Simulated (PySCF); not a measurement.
**1-phenylphosphinan-4-one 1-sulfide in a uniform electric field**

1-phenylphosphinan-4-one 1-sulfide, C11H13OPS.
Atom-mapped SMILES: `[O:1]=[C:2]1[CH2:3][CH2:4][P:5](=[S:6])([c:7]2[cH:8][cH:9][cH:10][cH:11][cH:12]2)[CH2:13][CH2:14]1` (hydrogens: H15, H16 on C3; H17, H18 on C4; H19 on C8; H20 on C9; H21 on C10; H22 on C11; H23 on C12; H24, H25 on C13; H26, H27 on C14)

Geometry (PBE0-D3(BJ)/def2-SVP, Å), atoms numbered from 1 in this order:
```xyz
27
C11H13OPS angstrom
O      3.795    1.760    1.084
C      2.989    0.931    0.737
C      2.682    0.690   -0.732
C      1.192    0.729   -1.075
P      0.291   -0.519   -0.080
S      0.826   -2.358   -0.468
C     -1.483   -0.165   -0.272
C     -2.002    1.117   -0.045
C     -3.366    1.351   -0.196
C     -4.216    0.310   -0.572
C     -3.701   -0.966   -0.797
C     -2.336   -1.204   -0.648
C      0.754    0.045    1.602
C      2.277    0.046    1.745
H      3.244    1.433   -1.315
H      3.066   -0.314   -0.986
H      0.760    1.724   -0.877
H      1.023    0.493   -2.136
H     -1.347    1.942    0.251
H     -3.768    2.351   -0.020
H     -5.286    0.497   -0.690
H     -4.366   -1.782   -1.091
H     -1.907   -2.196   -0.820
H      0.286   -0.638    2.326
H      0.335    1.051    1.766
H      2.636   -0.987    1.587
H      2.583    0.369    2.749
```

Level: CAM-B3LYP/def2-SVPD (PySCF); nuclei fixed, core orbitals frozen in the response. Permanent dipole (-4.235, 2.228, -0.108) D (1 au = 2.5417 D). Static polarisability (au):

```
x   210.66   2.43  13.86
y     2.43 169.72  11.16
z    13.86  11.16 130.93
```

Only the terms in μ and α are kept: μ(F) = μ + αF and ΔE = −μ·F − ½ F·αF.

Task: A field of 0.008 au (0.411 V/Å) is applied along each axis in both senses. Find the induced dipole, the size of the total dipole and the two energy terms.

Result: 
| field along | induced x (D) | induced y (D) | induced z (D) | total size (D) | −μ·F (kJ/mol) | −½F·αF (kJ/mol) |
| --- | --- | --- | --- | --- | --- | --- |
| +x | 4.284 | 0.049 | 0.282 | 2.285 | +34.996 | -17.699 |
| −x | -4.284 | -0.049 | -0.282 | 8.801 | -34.996 | -17.699 |
| +y | 0.049 | 3.451 | 0.227 | 7.056 | -18.411 | -14.259 |
| −y | -0.049 | -3.451 | -0.227 | 4.468 | +18.411 | -14.259 |
| +z | 0.282 | 0.227 | 2.662 | 5.308 | +0.892 | -11.000 |
| −z | -0.282 | -0.227 | -2.662 | 5.664 | -0.892 | -11.000 |

Task: For the field (0.0008, 0.0024, -0.0080) au, what is the induced dipole, and what angle does it make with the field?

Result: αF = (0.161, 0.813, -2.566) D, at 2.2° to the field. The polarisability along this direction, F·αF/F², is 126.35 au, against a mean of 170.43 au.

Task: At what field along the permanent dipole would the induced dipole along it equal the permanent one, in this linear picture?

Result: The polarisability along the dipole is 200.07 au, so F = 1.8832 au / 200.07 au = 0.0094 au = 0.48 V/Å; higher-order terms are ignored.

Task: What field makes μF equal to kT at 400 K?

Result: kT = 1.2667 × 10⁻³ Eh, so F = 0.000673 au = 3.46 MV/cm.

Task: Induction energy −ᾱe²/2R⁴ of a unit charge at 6 Å, the molecule taken as a point?

Result: R = 11.34 bohr, so the energy is −170.4/(2 × 11.34⁴) Eh = -13.5 kJ/mol. The charge–dipole term at its most favourable orientation, −μe/R², is -38.5 kJ/mol.

The structure is a single PBE0-D3(BJ)/def2-SVP conformer in the gas phase; no vibrational or solvent corrections.
